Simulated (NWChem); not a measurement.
System: MoHO3 cation; SMILES [O]=[Mo+](=[O])[OH]

Input file for NWChem:

```
start job
memory heap 200 mb stack 900 mb global 1100 mb
charge 1
geometry units angstroms noautosym nocenter noautoz
  Mo     0.323298    -0.078043     0.000000
  O     -0.388404    -0.794663     1.297019
  O     -0.388404    -0.794663    -1.297019
  O     -0.080599     1.671836     0.000000
  H     -0.720164     2.406208     0.000000
end
basis spherical
  * library def2-svpd
end
ecp
  Mo library def2-ecp
end
dft
  xc xpbe96 cpbe96
  iterations 150
end
property
  response 1 0.0
end
task dft property
```

Output (shortened):

```
             Northwest Computational Chemistry Package (NWChem) 7.3.0
             --------------------------------------------------------

                             Geometry "geometry" -> ""
                             -------------------------

 Output coordinates in angstroms (scale by  1.889725989 to convert to a.u.)

  No.       Tag          Charge          X              Y              Z
 ---- ---------------- ---------- -------------- -------------- --------------
    1 Mo                  42.0000     0.32329800    -0.07804300     0.00000000
    2 O                    8.0000    -0.38840400    -0.79466300     1.29701900
    3 O                    8.0000    -0.38840400    -0.79466300    -1.29701900
    4 O                    8.0000    -0.08059900     1.67183600     0.00000000
    5 H                    1.0000    -0.72016400     2.40620800     0.00000000

 Effective nuclear repulsion energy (a.u.)     367.5795855474

                                 NWChem DFT Module
                                 -----------------

 Summary of "ao basis" -> "ao basis" (spherical)
 ------------------------------------------------------------------------------
       Tag                 Description            Shells   Functions and Types
 ---------------- ------------------------------  ------  ---------------------
 Mo                        def2-svpd                12       34   5s4p2d1f
 O                         def2-svpd                 9       23   4s3p2d
 H                         def2-svpd                 4        8   2s2p

            General Information
            -------------------
          SCF calculation type: DFT
          Wavefunction type:  closed shell.
          No. of atoms     :     5
          No. of electrons :    38
           Alpha electrons :    19
            Beta electrons :    19
          Charge           :     1
          Spin multiplicity:     1
          Use of symmetry is: off; symmetry adaption is: off
          Maximum number of iterations: 150
          AO basis - number of functions:   111
                     number of shells:    43
          Convergence on energy requested:  1.00D-06
          Convergence on density requested:  1.00D-05
          Convergence on gradient requested:  5.00D-04

              XC Information
              --------------
          PerdewBurkeErnzerhof Exchange Functional  1.000
            Perdew 1991 LDA Correlation Functional  1.000 local
           PerdewBurkeErnz. Correlation Functional  1.000 non-local

             Grid Information
             ----------------
          Grid used for XC integration:  medium
          Radial quadrature: Mura-Knowles
          Angular quadrature: Lebedev.
          Tag              B.-S. Rad. Rad. Pts. Rad. Cut. Ang. Pts.
          ---              ---------- --------- --------- ---------
          Mo                  1.45      123          10.0       590
          O                   0.60       49          11.0       434
          H                   0.35       45          11.0       434
          Grid pruning is: on
          Number of quadrature shells:   315
          Spatial weights used:  Erf1

      Superposition of Atomic Density Guess
      -------------------------------------

 Sum of atomic energies:        -301.87506234

 Renormalizing density from      39.00 to     38

      Non-variational initial energy
      ------------------------------

 Total energy =    -287.817197
 1-e energy   =    -706.514683
 2-e energy   =     266.835927
 HOMO         =      -0.833688
 LUMO         =      -0.448488

   convergence    iter        energy       DeltaE   RMS-Dens  Diis-err
 ---------------- ----- ----------------- --------- --------- ---------
 d= 0,ls=0.0,diis     1   -293.0460760927 -4.45D+02  9.41D-02  7.63D+00
 d= 0,ls=0.0,diis     2   -278.1890913782  1.49D+01  8.90D-02  8.89D+01
 d= 0,ls=0.0,diis     3   -292.0092350367 -1.38D+01  2.25D-02  1.68D+01
 d= 0,ls=0.0,diis     4   -293.7692746602 -1.76D+00  7.95D-03  1.18D+00
 d= 0,ls=0.0,diis     5   -293.8811244580 -1.12D-01  1.51D-03  2.83D-01
  Resetting Diis
 d= 0,ls=0.0,diis     6   -293.9028436480 -2.17D-02  7.74D-04  4.65D-02
 d= 0,ls=0.0,diis     7   -293.9064217831 -3.58D-03  3.39D-03  1.50D-02
 d= 0,ls=0.0,diis     8   -293.8569579606  4.95D-02  2.88D-03  5.42D-01
 d= 0,ls=0.0,diis     9   -293.9077011825 -5.07D-02  2.80D-04  1.56D-03
 d= 0,ls=0.0,diis    10   -293.9078477575 -1.47D-04  8.26D-05  3.64D-04
 d= 0,ls=0.0,diis    11   -293.9078814533 -3.37D-05  1.38D-05  1.08D-05
 d= 0,ls=0.0,diis    12   -293.9078824845 -1.03D-06  1.94D-06  1.21D-07
 d= 0,ls=0.0,diis    13   -293.9078824961 -1.17D-08  4.25D-07  6.27D-09

         Total DFT energy =     -293.907882496149
      One electron energy =     -719.272861972712
           Coulomb energy =      306.921130395928
    Exchange-Corr. energy =      -33.417710874451
 Nuclear repulsion energy =      151.861559955086

 Numeric. integr. density =       38.000005301858

                       DFT Final Molecular Orbital Analysis
                       ------------------------------------

 Vector   17  Occ=2.000000D+00  E=-5.462902D-01
              MO Center= -2.4D-01,  2.9D-01, -1.8D-06, r^2= 3.2D+00
   Bfn.  Coefficient  Atom+Function         Bfn.  Coefficient  Atom+Function
  ----- ------------  ---------------      ----- ------------  ---------------
    85      0.361483  4 O  px                41      0.329645  2 O  pz
    64     -0.329645  3 O  pz                 2      0.256883  1 Mo s
    88      0.241714  4 O  px                86      0.226832  4 O  py
    44      0.201141  2 O  pz                67     -0.201142  3 O  pz
    89      0.167828  4 O  py                 6     -0.143952  1 Mo px

 Vector   18  Occ=2.000000D+00  E=-5.388789D-01
              MO Center= -1.8D-01,  8.9D-01,  4.0D-06, r^2= 2.5D+00
   Bfn.  Coefficient  Atom+Function         Bfn.  Coefficient  Atom+Function
  ----- ------------  ---------------      ----- ------------  ---------------
    87      0.539006  4 O  pz                90      0.369299  4 O  pz
    39      0.243240  2 O  px                62     -0.243239  3 O  px
    42      0.156947  2 O  px                65     -0.156946  3 O  px
     8     -0.155412  1 Mo pz                19     -0.085159  1 Mo d -1
    41     -0.083649  2 O  pz                64     -0.083645  3 O  pz

 Vector   19  Occ=2.000000D+00  E=-5.206828D-01
              MO Center= -3.6D-01, -7.1D-01,  1.9D-06, r^2= 2.4D+00
   Bfn.  Coefficient  Atom+Function         Bfn.  Coefficient  Atom+Function
  ----- ------------  ---------------      ----- ------------  ---------------
    40      0.337631  2 O  py                63     -0.337630  3 O  py
    39      0.263627  2 O  px                62     -0.263628  3 O  px
    43      0.224600  2 O  py                66     -0.224600  3 O  py
    41      0.191834  2 O  pz                64      0.191834  3 O  pz
    42      0.174826  2 O  px                65     -0.174826  3 O  px

 Vector   20  Occ=0.000000D+00  E=-4.211012D-01
              MO Center=  5.7D-01, -2.2D-01,  1.8D-07, r^2= 2.1D+00
   Bfn.  Coefficient  Atom+Function         Bfn.  Coefficient  Atom+Function
  ----- ------------  ---------------      ----- ------------  ---------------
    22      0.596334  1 Mo d  2               4      0.469397  1 Mo s
     2     -0.271430  1 Mo s                 18     -0.258849  1 Mo d -2
    20     -0.236502  1 Mo d  0               9      0.210206  1 Mo px
    39      0.179246  2 O  px                62      0.179246  3 O  px
     6     -0.144902  1 Mo px                42      0.134512  2 O  px

 Vector   21  Occ=0.000000D+00  E=-3.641847D-01
              MO Center=  2.6D-01, -8.2D-03, -4.5D-07, r^2= 2.2D+00
   Bfn.  Coefficient  Atom+Function         Bfn.  Coefficient  Atom+Function
  ----- ------------  ---------------      ----- ------------  ---------------
    18      0.697432  1 Mo d -2              20     -0.269353  1 Mo d  0
    41      0.213567  2 O  pz                64     -0.213568  3 O  pz
     7     -0.186782  1 Mo py                85     -0.183640  4 O  px
    10      0.173999  1 Mo py                22      0.170604  1 Mo d  2
    86     -0.170585  4 O  py                23      0.167839  1 Mo d -2

 Vector   22  Occ=0.000000D+00  E=-3.572864D-01
              MO Center=  1.4D-01, -2.4D-01,  1.1D-06, r^2= 2.0D+00
   Bfn.  Coefficient  Atom+Function         Bfn.  Coefficient  Atom+Function
  ----- ------------  ---------------      ----- ------------  ---------------
    21      0.623411  1 Mo d  1              19      0.501774  1 Mo d -1
    40     -0.219078  2 O  py                63      0.219078  3 O  py
    39      0.206504  2 O  px                62     -0.206503  3 O  px
    42      0.173433  2 O  px                65     -0.173432  3 O  px
    43     -0.169962  2 O  py                66      0.169962  3 O  py

     Multipole analysis of the density
     ---------------------------------

     L   x y z        total         alpha         beta         nuclear
     -   - - -        -----         -----         ----         -------
     0   0 0 0      1.000000    -19.000000    -19.000000     39.000000

     1   1 0 0      1.287260      3.528531      3.528531     -5.769802
     1   0 1 0      0.931346     -1.399190     -1.399190      3.729726
     1   0 0 1      0.000009      0.000004      0.000004      0.000000

     2   2 0 0    -20.501662    -18.192219    -18.192219     15.882776
     2   1 1 0     -3.744581     -5.040392     -5.040392      6.336203
     2   1 0 1     -0.000005     -0.000003     -0.000003      0.000000
     2   0 2 0    -19.654078    -78.282949    -78.282949    136.911821
     2   0 1 1     -0.000012     -0.000006     -0.000006      0.000000
     2   0 0 2    -26.604479    -61.361860    -61.361860     96.119240

 *** CALLING NEW AORESP DRIVER FOR CLOSED AND OPEN SHELLS ***
 Entering AOResponse driver routine

--------------------------------------------------------------------------------

          -----------------------------------------------
          Solving response equations for perturbing field
          -----------------------------------------------

 number of frequencies:     1
 frequency in a.u.:  0.0000000E+00
 Perturbing field: electric
 Using El. Dipole Length Gauge

 Setting up CPKS with frequency omega =      0.00000000 a.u.

 STATIC response

                                NWChem CPHF Module
                                ------------------

  scftype          =     RHF
  nclosed          =       19
  nopen            =        0
  variables        =     1748
  # of vectors     =        3
  tolerance        = 0.10D-03
  level shift      = 0.00D+00
  max iterations   =       50
  max subspace     =       30

 SCF residual:    1.0753029522690889E-005

Iterative solution of linear equations
  No. of variables     1748
  No. of equations        3
  Maximum subspace       30
        Iterations       50
       Convergence  1.0D-04

   iter   nsub   residual    time
   ----  ------  --------  ---------
     1      3    2.34D+01      14.1
     2      6    4.05D+00      15.8
     3      9    6.11D-01      17.6
     4     12    1.03D-01      19.3
     5     15    1.07D-02      21.1
     6     18    2.22D-03      22.8
     7     21    1.73D-04      24.5
     8     24    2.46D-05      26.3

 Electric Dipole Response Matrix (nonzero elements):

              1        2        3
    1   25.1251   1.5687   0.0000
    2    1.5687  46.6174   0.0000
    3    0.0000   0.0000  42.3390

 ------------------------------------------
 average:        38.02720 + I       0.00000

 DFT Linear Response polarizability / au
 Frequency  =       0.0000000 / au
              X              Y              Z
 -----------------------------------------------
 X      25.1251439      1.5686964      0.0000026
 Y       1.5687073     46.6174379      0.0000099
 Z       0.0000026      0.0000099     42.3390073
 -----------------------------------------------
 Eigenvalues =      25.0112502     46.7313316     42.3390073
 Isotropic   =      38.0271964
 Anisotropic =      19.8910233
 -----------------------------------------------

 Magnetic Dipole Response Matrix (nonzero elements):

 Exiting AOResponse driver routine
```

Level: PBE/def2-SVPD with def2 effective core potentials on Mo. Coordinates come from a PBE0/def2-SVP optimisation. This spin state was assumed; another may lie lower. def2 effective core potentials on Mo; no spin-orbit coupling.
